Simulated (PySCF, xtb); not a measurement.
Se(NH2)(SH) (H3NSSe), SMILES [Se](N)S.

GFN2-xTB (xtb) at its own geometry gives an orbital gap of 3.64 eV and a dipole moment of 2.74 D.

Geometry optimised at B3LYP-D3(BJ)/def2-TZVP. Other conformers were not sampled.

Question: What does r2SCAN/def2-TZVPD (PySCF) give? (The exact figures need the calculation; the answer reports its results.)

Answer: gap 4.15 eV (levels -5.97 and -1.83 eV), dipole 2.03 D.
